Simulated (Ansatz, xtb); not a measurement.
**Relative energy of two structures of ClFGeH2Si+**

We compare a, the doublet with the links of `F[SiH+][GeH][Cl]`, with b, a doublet given by its coordinates. Both are isolated ions in the gas phase, relaxed with r2SCAN-D4/def2-SVP; the shapes shown needn't be the lowest conformers.

a (Å):

| atom | x (Å) | y (Å) | z (Å) |
| --- | --- | --- | --- |
| Cl | 3.8034 | 0.5420 | 1.6602 |
| F | -1.2288 | 0.0026 | 1.8913 |
| Ge | 2.0449 | -0.4691 | 2.2046 |
| Si | 0.1578 | 0.7102 | 1.5446 |
| H | 0.1250 | 1.5909 | 0.3554 |
| H | 2.1781 | -1.4005 | 3.4068 |

b (Å):

```xyz
6

Cl   -2.3487   -0.3526   -2.1490
F     0.0026   -0.7878    0.3704
Ge   -1.4617    1.4765   -1.6005
Si    0.3013    0.7767    0.2103
H     1.5762    1.0640   -0.4846
H    -0.1097    1.5765    1.3852
```

Close contacts (Å): Cl1–Ge3 2.11, F2–Si4 1.60, Ge3–Si4 2.62, Si4–H5 1.48, Si4–H6 1.48.

Estimate E(b) − E(a) at the level CCSD(T)/def2-SVP + ΔMP2/def2-TZVPP.

Calculated at CCSD(T)/def2-SVP + ΔMP2/def2-TZVPP: E(b) − E(a) = −53.4 kJ/mol, so structure b lies lower.

How the difference moves with the method:

```
                             level            geometry  E(b) − E(a) (kJ/mol)  departure from the last row (kJ/mol)  job, with rough time for the two
                          GFN2-xTB            GFN2-xTB                  −111.1                                 −57.7              optimisation, 0.26 s
                         HF/STO-3G            GFN2-xTB                   +14.3                                 +67.7              single point, 0.48 s
      r2SCAN-D4/def2-SVP//GFN2-xTB            GFN2-xTB                   −75.8                                 −22.5               single point, 2.9 s
                r2SCAN-D4/def2-SVP  r2SCAN-D4/def2-SVP                   −45.3                                  +8.1             optimisation, 2.7 min
                       HF/def2-SVP  r2SCAN-D4/def2-SVP                   −61.0                                  −7.6           part of the CCSD(T) run
                      MP2/def2-SVP  r2SCAN-D4/def2-SVP                   −48.9                                  +4.5           part of the CCSD(T) run
                  CCSD(T)/def2-SVP  r2SCAN-D4/def2-SVP                   −55.0                                  −1.6                      single point
CCSD(T)/def2-SVP + ΔMP2/def2-TZVPP  r2SCAN-D4/def2-SVP                   −53.4                                                      single point, 25 s
```

HF/STO-3G puts the two in the other order. The largest departure from CCSD(T)/def2-SVP + ΔMP2/def2-TZVPP is that of HF/STO-3G, 67.7 kJ/mol. The last row adds to CCSD(T) the change of the MP2 difference between the two basis sets, here +1.6 kJ/mol.

With harmonic frequencies from r2SCAN-D4/def2-SVP (ideal gas, rigid rotor, one conformer each, 298.15 K, 1 atm): on the last row, ΔE + ΔZPE = −51.0 kJ/mol. A mode under 50 cm⁻¹ makes harmonic enthalpies and free energies unreliable, so none is given.

Open shells are spin-unrestricted. The correlated steps freeze 20 core orbitals; the filled d shell of Ge is correlated, in a basis made for valence electrons. Codes used: Ansatz 0.2.0, xtb 6.7.1; the last row on 2 threads of Intel(R) Xeon(R) 6975P-C (Granite Rapids) on a shared host.
